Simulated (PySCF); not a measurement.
Diatomic anions of O with the fourth-period p block

r²SCAN with double-zeta basis sets in PySCF, for the lowest determinant that a PBE0 search found; no spin–orbit coupling. De refers to high-spin ground-configuration atoms (the charge goes to the atom of lower measured ionisation energy or higher electron affinity, which is not always the lowest computed limit). A positive dipole points towards O; it is taken about the centre of mass and depends on that origin.

```
 M                       basis  charged atom  state (unpaired electrons)  Re (Å)  ωe (cm⁻¹)  De (eV)  μ (D)
Ga  aug-cc-pVDZ-PP/aug-cc-pVDZ            O−      singlet (closed shell)   1.729        778     5.25  -2.87
As  aug-cc-pVDZ-PP/aug-cc-pVDZ            O−              triplet (π ↑↑)   1.714        807     4.76  -1.92
Se  aug-cc-pVDZ-PP/aug-cc-pVDZ           Se−               doublet (π ↑)   1.759        723     3.92  -2.04
```

The shortest bond is that of AsO⁻ (1.714 Å), the longest that of SeO⁻ (1.759 Å). GaO⁻ is bound most strongly (5.25 eV) and SeO⁻ least (3.92 eV).

The state changes along the series, so neighbouring rows are not always alike in their bonding.

Spin–orbit coupling is left out. For an ion De counts to the pair picked by the measured ionisation energies or electron affinities, which need not be the lowest pair at this level. The highest Kohn–Sham level is positive in some of these anions. Much of that is self-interaction error, but it also means that the finite basis helps to hold the extra electron. States were picked by a PBE0 search and need not be the measured ground states.
